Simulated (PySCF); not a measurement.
Gas-phase reaction: 2 GaH + GaHCl₂ ⇌ 2 GaCl + GaH₃

Energies from PySCF (xtb for GFN2), thermal terms from the rigid-rotor harmonic-oscillator model, ideal gas at 1 bar. † marks an energy on the PBE0/def2-TZVP geometry and frequencies; other levels use their own. MP2 and CCSD(T) freeze the core. 6-31G* has spherical d functions here. All species are closed-shell singlets. B3LYP is the form with VWN-RPA correlation. Ga: all electrons, no relativistic terms. GaH, GaHCl₂, GaH₃: computed as isolated molecules; such fragments, hydroxides, amides, oligomers or adducts are transient or little studied in the gas. MP2 isn't extrapolated to the basis-set limit; its ΔH°(298 K) is -148.9 kJ in def2-SVP and -161.9 kJ in def2-TZVPP. CCSD(T) isn't extrapolated to the basis-set limit; its ΔH°(298 K) is -142.4 kJ in def2-SVP and -152.4 kJ in def2-TZVPP. The harmonic model lacks anharmonicity and excited electronic states, which grow with temperature; levels with a mode under 35 cm⁻¹ are left out.

| level | ΔE electronic, kJ | ΔH°(298 K), kJ | ΔS°(298 K), J/K | ΔG°(1800 K), kJ |
|---|---|---|---|---|
| B3LYP/6-31G* | -183 | -175 | -1 | -164 |
| BLYP/def2-TZVP† | -184 | -176 | -1 | -165 |
| CCSD(T)/def2-SVP† | -150 | -142 | -1 | -132 |
| GFN2-xTB | -137 | -126 | -7 | -100 |
| MP2/def2-SVP† | -157 | -149 | -1 | -138 |
| PBE0/def2-QZVP† | -173 | -165 | -1 | -154 |
| PBE0/def2-SVP† | -171 | -163 | -1 | -152 |
| ωB97M-V/def2-TZVP† | -169 | -162 | -1 | -151 |
| ωB97X-V/def2-TZVP† | -166 | -159 | -1 | -148 |
ΔH° is lowest at BLYP/def2-TZVP† and highest at GFN2-xTB. No reference value is set beside these.
